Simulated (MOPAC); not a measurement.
MOPAC input (AM1):

```
AM1 PRECISE GNORM=0.05 LET XYZ UHF MS=0.5 GEO-OK AUX(PRECISION=9) THREADS=1
C2H6BO

C    -1.79819800 1    0.60187500 1   -0.22409100 1
C    -0.57937400 1   -0.32320500 1   -0.26397500 1
B     0.76484300 1    0.25642600 1    0.28534500 1
O     1.90855400 1   -0.45054700 1    0.30766100 1
H    -1.62300400 1    1.50778000 1   -0.80693600 1
H    -2.68610800 1    0.11094900 1   -0.62701200 1
H    -2.02218000 1    0.91266400 1    0.79782200 1
H    -0.77921800 1   -1.24524400 1    0.29933600 1
H    -0.38311900 1   -0.65471500 1   -1.29305200 1
H     2.66640700 1    0.01879600 1    0.67022700 1
```

From the output:

```
                                                       MOPAC v23.2.5 Linux

          FINAL HEAT OF FORMATION =        -50.10230 KCAL/MOL =    -209.62803 KJ/MOL

          COSMO AREA              =        104.15 SQUARE ANGSTROMS
          COSMO VOLUME            =         87.17 CUBIC ANGSTROMS

          GRADIENT NORM           =          0.03556          =       0.01125 PER ATOM
          IONIZATION POTENTIAL    =          8.063766 EV
          ALPHA SOMO LUMO (EV)    =         -8.064  2.433
          BETA  SOMO LUMO (EV)    =        -11.666  1.025
          NO. OF ALPHA ELECTRONS  =         12
          NO. OF BETA  ELECTRONS  =         11
          MOLECULAR WEIGHT        =         56.8788         POINT GROUP:  Cs

          MOLECULAR DIMENSIONS (Angstroms)

            Atom       Atom       Distance
            H    10    H     6     5.35247
            H     7    H     9     2.95393
            H     5    H     8     2.86521

          SCF CALCULATIONS        =         27

   ATOM   CHEMICAL          X               Y               Z
  NUMBER   SYMBOL      (ANGSTROMS)     (ANGSTROMS)     (ANGSTROMS)

     1       C         -1.74338195  *   0.60733738  *  -0.20840876  *
     2       C         -0.59867585  *  -0.35727582  *  -0.28142937  *
     3       B          0.73796575  *   0.20668473  *   0.26013920  *
     4       O          1.89164447  *  -0.43323128  *   0.30994627  *
     5       H         -1.52837485  *   1.52686268  *  -0.80504702  *
     6       H         -2.67242275  *   0.13635491  *  -0.61415728  *
     7       H         -1.93944299  *   0.91396998  *   0.84763784  *
     8       H         -0.79272009  *  -1.27025855  *   0.33060588  *
     9       H         -0.37843930  *  -0.65255379  *  -1.33504773  *
    10       H          2.51697291  *   0.18852375  *   0.69595350  *

                             CARTESIAN COORDINATES

   1    C       -1.743381950     0.607337384    -0.208408765
   2    C       -0.598675850    -0.357275816    -0.281429370
   3    B        0.737965747     0.206684729     0.260139199
   4    O        1.891644472    -0.433231284     0.309946267
   5    H       -1.528374849     1.526862675    -0.805047024
   6    H       -2.672422749     0.136354908    -0.614157280
   7    H       -1.939442991     0.913969981     0.847637842
   8    H       -0.792720088    -1.270258546     0.330605879
   9    H       -0.378439298    -0.652553795    -1.335047732
  10    H        2.516972912     0.188523752     0.695953498

           Empirical Formula: C2 H6 O B  =    10 atoms

      MOLECULAR POINT GROUP   :   Cs

          ALPHA EIGENVALUES
 -38.26466 -33.38857 -24.46319 -19.87217 -17.21701 -15.25342 -14.96157 -13.74607
 -13.07540 -12.08909 -11.70489  -8.06377   2.43330   3.25768   4.24394   4.47900
   4.80516   5.00729   5.17485   5.24492   5.78282   6.86262

           BETA EIGENVALUES
 -37.89580 -33.18037 -24.23836 -19.56750 -16.40344 -15.16432 -14.59924 -13.70105
 -12.97471 -11.66713 -11.66593   1.02544   2.95171   3.47524   4.35554   4.55510
   4.90644   5.06991   5.28328   5.31165   6.26793   7.72212

              NET ATOMIC CHARGES AND DIPOLE CONTRIBUTIONS

  ATOM NO.   TYPE          CHARGE      No. of ELECS.   s-Pop       p-Pop
    1          C          -0.182056        4.1821     1.21695     2.96510
    2          C          -0.257502        4.2575     1.23129     3.02622
    3          B           0.096977        2.9030     1.46534     1.43768
    4          O          -0.300008        6.3000     1.83225     4.46776
    5          H           0.070756        0.9292     0.92924
    6          H           0.065244        0.9348     0.93476
    7          H           0.070757        0.9292     0.92924
    8          H           0.094614        0.9054     0.90539
    9          H           0.094615        0.9054     0.90539
   10          H           0.246604        0.7534     0.75340
 DIPOLE           X         Y         Z       TOTAL
 POINT-CHG.     0.316     0.853     0.395     0.992
 HYBRID         0.177    -0.244    -0.046     0.305
 SUM            0.493     0.609     0.348     0.857

          ATOMIC ORBITAL ELECTRON POPULATIONS

     Atom    s        px        py        pz
    1  C   1.21695   0.96496   0.98604   1.01410
    2  C   1.23129   1.01693   0.99480   1.01449
    3  B   1.46534   0.63714   0.49758   0.30296
    4  O   1.83225   1.31856   1.44632   1.70289
    5  H   0.92924
    6  H   0.93476
    7  H   0.92924
    8  H   0.90539
    9  H   0.90539
   10  H   0.75340

                    (SZ)    =    0.500000
                    (S**2)  =    0.754656

          ATOMIC ORBITAL SPIN POPULATIONS

    Atom   Total    s     px     py     pz
         Atomic
    1  C -0.0175 -0.002 -0.009 -0.005 -0.002
    2  C  0.2600  0.037  0.132  0.054  0.037
    3  B  0.6290  0.263 -0.021  0.327  0.060
    4  O  0.1126 -0.002  0.038  0.084 -0.007
    5  H  0.0018  0.002
    6  H  0.0052  0.005
    7  H  0.0018  0.002
    8  H  0.0004  0.000
    9  H  0.0004  0.000
   10  H  0.0062  0.006

 **********************
 *                    *
 * JOB ENDED NORMALLY *
 *                    *
 **********************

 == MOPAC DONE ==
```

The geometry given is a B3LYP-D3(BJ)/def2-TZVP minimum.
